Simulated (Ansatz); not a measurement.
Energy profile

The step: SiHClO ([OH][Si][Cl]) + HCl → SiH₂Cl₂O ([OH2][Si]([Cl])[Cl]); bonds formed: Si1–Cl4, O2–H3; bonds broken: H3–Cl4; bonds weakened to dative contacts: Si1–O2 (atoms numbered as in the saddle structure below).

Si1  (1.128, 0.371, 0.046)
O2  (-0.067, -0.911, -0.323)
H3  (-0.958, 0.091, -0.377)
Cl4  (-1.147, 1.532, -0.272)
Cl5  (0.981, 0.225, 2.117)
H6  (0.064, -1.308, -1.192)
(Å)

Electronic energies by CCSD(T) at an estimated basis limit (MP2 extrapolated from triple and quadruple zeta, plus CCSD(T) − MP2 in triple zeta), on PBE0-D4/def2-TZVP structures; SiH2Cl2O, singlet; no counterpoise correction. Computed with Ansatz 0.2.0 (basis: def2-TZVPP and def2-QZVPP); correlated methods freeze the cores. Extrapolation: Hartree–Fock as exp(−7.88 √X), correlation as X^−2.97.

Task: Give the profile in kcal/mol, counted from the separated reactants. (An estimate is asked for; the value comes from the calculation.)

Result: Computed:
```csv
point,kcal/mol
"separated: SiHClO (linked as [OH][Si][Cl]; Si1, O2, Cl5, H6; singlet) + HCl (H3, Cl4; singlet)",0.00
start structure,-4.13
saddle,9.86
end structure,-9.94
```

T1 diagnostic: at most 0.015.

For scale, one of the runs: CCSD(T)/def2-TZVPP, 185 basis functions, launched by `ansatz run in.yaml --threads 2 --pin off --events-out ev --progress --plain --max-ram 4352MiB`. Hardware: 2 CPU threads of an Arm Neoverse V2, shared host. Wall time 48 s; peak host memory 1.7 GiB.
